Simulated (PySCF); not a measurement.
**Structure from NMR data**

An unknown has the formula C₆H₅F₃O. Its calculated NMR data are:

¹H NMR (500 MHz, computed): δ 5.99 (m, 1H), 4.96 (br s, 1H), 4.44 (br s, 1H), 3.21 (m, 1H), 3.17 (m, 1H).

¹³C{¹H} NMR (computed): δ 167.5, 164.5, 128.5, 92.7, 90.7, 39.2.

Level of theory: geometry: GFN2-xTB, shieldings: GIAO PBE0/pcSseg-1, in PySCF 2.14.0 with density-fitted response routines (non-relativistic Hamiltonian, in vacuum, one computed conformer).

δ = σ(ref) − σ, references computed at the same level: TMS for ¹H (σref 31.72), ¹³C (σref 186.93).

Which of these isomers gave the spectra?
A. CC(=O)C#CCC(F)(F)F
B. C=C1C[C@H]1C(=O)C(F)(F)F
C. C=CCC(=C=O)C(F)(F)F
D. C=C1C[C@H](F)C(=C(F)F)O1

Results:

D. 

1. The formula gives 3 degrees of unsaturation (1 ring in the answer).
2. 6 carbon signals for 6 carbons: no two carbons are equivalent.
3. Carbon types of the structure: 3 × C, 1 × CH, 2 × CH2, which accounts for all hydrogens.
4. δC 167.5, 128.5: alkene carbon bearing oxygen.
5. δC 164.5, 90.7: β carbon of an enol-ether or enamine type C=C.
6. δC 92.7: allylic sp3 CH bonded to F; the inductive effect lowers its shielding.
7. δC 39.2: allylic sp3 CH2; saturated and bonded to C and H only.
8. δH 5.99: hydrogen on an allylic sp3 CH bonded to F; its carbon carries F, which withdraws density.

The others: CC(=O)C#CCC(F)(F)F would give 2 signals for carbon-bound and other non-exchanging H, not 5; C=CCC(=C=O)C(F)(F)F would give 4 signals for carbon-bound and other non-exchanging H, not 5; C=C1C[C@H]1C(=O)C(F)(F)F has carbons computed at 196.5, 144.2, 126.0, 110.6, 25.0, 17.5.

Splittings by ¹⁹F in the carbon and heteronuclear signals aren't shown, as no couplings were computed. Shifts are as computed. Against solution values, carbons near 30 ppm lie about +3 ppm off and those near 130 ppm about +5 ppm. Of 1211 compounds with measured shifts, 218 miss one by over three times the rms of a fit or turn the order of signals round; such compounds aren't used in these exercises. Multiplicities follow the n + 1 count of equivalent neighbours, as no J values were calculated; m marks all less simple cases, F and P coupling included.
